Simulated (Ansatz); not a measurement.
Name a neutral molecule of C, Cl, Si, Te and H with ideal-gas entropy at 298 K and 1 bar (rigid rotor, harmonic PBE0-D4/def2-TZVP) between 365 and 381 J/(mol·K) and LUMO energy (PBE/def2-TZVPP) between -2.20 and -1.90 eV (Ansatz, PBE0-D4/def2-TZVP geometry).

`[SiH3][Te]CCl` (379 J/(mol·K), -2.04 eV). Other molecules can fit too; these were computed, each in one conformer that needn't be the lowest.
